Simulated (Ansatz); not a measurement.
Start from `CN[SiH2]C=O` and change one atom or group to get `CN[SiH2][SiH3]`.

Ansatz, PBE0-D4/def2-TZVP geometries, multiplicity 1. Each molecule was computed in one conformer, which needn't be the lowest.

```
                                          property  `CN[SiH2]C=O`
    size of the dipole moment (PBE/def2-TZVPP) / D           1.52
              HOMO–LUMO gap (PBE0/def2-TZVPP) / eV           5.16
               LUMO energy (B3LYP/def2-TZVPP) / eV          -1.60
                 HOMO energy (PBE/def2-TZVPP) / eV          -5.10
             HOMO energy (ωB97M-V/def2-TZVPP) / eV          -8.80
size of the dipole moment (ωB97M-V/def2-TZVPP) / D           1.62
```

(1) Give the same properties after the change, and the shifts. (An estimate is asked.)

Results:

(1) Computed: 
```json
{"property": "size of the dipole moment (PBE/def2-TZVPP) / D", "`CN[SiH2][SiH3]`": "1.45", "shift": "-0.07"}
{"property": "HOMO–LUMO gap (PBE0/def2-TZVPP) / eV", "`CN[SiH2][SiH3]`": "6.54", "shift": "1.38"}
{"property": "LUMO energy (B3LYP/def2-TZVPP) / eV", "`CN[SiH2][SiH3]`": "-0.24", "shift": "1.36"}
{"property": "HOMO energy (PBE/def2-TZVPP) / eV", "`CN[SiH2][SiH3]`": "-5.34", "shift": "-0.24"}
{"property": "HOMO energy (ωB97M-V/def2-TZVPP) / eV", "`CN[SiH2][SiH3]`": "-8.77", "shift": "0.03"}
{"property": "size of the dipole moment (ωB97M-V/def2-TZVPP) / D", "`CN[SiH2][SiH3]`": "1.37", "shift": "-0.25"}
```

With PBE0 the HOMO falls by 0.09 eV and the LUMO rises by 1.29 eV, so the gap widens by about 1.38 eV. PBE moves the HOMO by -0.24 eV and ωB97M-V by 0.03 eV. Dipoles are sizes alone; their direction can turn.

B3LYP here is the variant with VWN-RPA as its local correlation; programs differ in this.
